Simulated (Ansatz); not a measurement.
One change: `N[B]([SiH3])[GeH3]` becomes `CB(N)[SiH3]`.

Ansatz, PBE0-D4/def2-TZVP geometries, multiplicity 1. Each molecule was computed in one conformer, which needn't be the lowest.

Scalar relativity is left out up to krypton.

```json
{"property": "LUMO energy (B3LYP/def2-TZVPP) / eV", "`N[B]([SiH3])[GeH3]`": "-1.18"}
{"property": "LUMO energy (PBE/def2-TZVPP) / eV", "`N[B]([SiH3])[GeH3]`": "-1.92"}
{"property": "HOMO energy (ωB97M-V/def2-TZVPP) / eV", "`N[B]([SiH3])[GeH3]`": "-9.41"}
{"property": "HOMO–LUMO gap (PBE/def2-TZVPP) / eV", "`N[B]([SiH3])[GeH3]`": "4.33"}
{"property": "LUMO energy (PBE0/def2-TZVPP) / eV", "`N[B]([SiH3])[GeH3]`": "-1.01"}
{"property": "size of the dipole moment (ωB97M-V/def2-TZVPP) / D", "`N[B]([SiH3])[GeH3]`": "2.69"}
```

Problem. Give the same properties after the change, and the shifts. (Best estimate.)

Solution. Computed: 
```json
{"property": "LUMO energy (B3LYP/def2-TZVPP) / eV", "`CB(N)[SiH3]`": "-0.33", "shift": "0.85"}
{"property": "LUMO energy (PBE/def2-TZVPP) / eV", "`CB(N)[SiH3]`": "-1.09", "shift": "0.83"}
{"property": "HOMO energy (ωB97M-V/def2-TZVPP) / eV", "`CB(N)[SiH3]`": "-9.80", "shift": "-0.39"}
{"property": "HOMO–LUMO gap (PBE/def2-TZVPP) / eV", "`CB(N)[SiH3]`": "5.36", "shift": "1.03"}
{"property": "LUMO energy (PBE0/def2-TZVPP) / eV", "`CB(N)[SiH3]`": "-0.15", "shift": "0.86"}
{"property": "size of the dipole moment (ωB97M-V/def2-TZVPP) / D", "`CB(N)[SiH3]`": "2.35", "shift": "-0.34"}
```

With PBE0 the HOMO falls by 0.31 eV and the LUMO rises by 0.86 eV, so the gap widens by about 1.17 eV. PBE moves the HOMO by -0.21 eV and ωB97M-V by -0.39 eV. Dipoles are sizes alone; their direction can turn.

B3LYP here is the variant with VWN-RPA as its local correlation; programs differ in this.
